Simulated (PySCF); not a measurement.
Tin: highly charged ions in a basis for the neutral atom

Sn(9+) [Kr] 4d5, Sn(10+) [Kr] 4d4. Calculation: PySCF 2.14, in cc-pVDZ-PP with ECP28MDF; a scalar-relativistic core potential. No spin-orbit coupling, so a gap to NIST mixes the basis error with missing relativistic terms.

Changed run: basis of the neutral atom used for a highly charged ion. This setting is unsound on purpose.

| species | method | sound run (hartree) | changed run (hartree) | converged |
| --- | --- | --- | --- | --- |
| Sn(9+) | UHF | not run | -188.26001 | yes |
| Sn(9+) | PBE0 | not run | -188.74973 | yes |
| Sn(9+) | PBE | not run | -188.72815 | yes |
| Sn(10+) | UHF | not run | -181.23580 | yes |
| Sn(10+) | PBE0 | not run | -181.70847 | yes |
| Sn(10+) | PBE | not run | -181.69700 | yes |

Ionisation energy of Sn(9+):

```json
{"method": "UHF", "changed run (eV)": "191.14", "NIST (eV)": "184 ± 2.2"}
{"method": "PBE0", "changed run (eV)": "191.60", "NIST (eV)": "184 ± 2.2"}
{"method": "PBE", "changed run (eV)": "191.33", "NIST (eV)": "184 ± 2.2"}
```

The contracted functions were made for the neutral atom and can be too rigid for a highly charged ion.
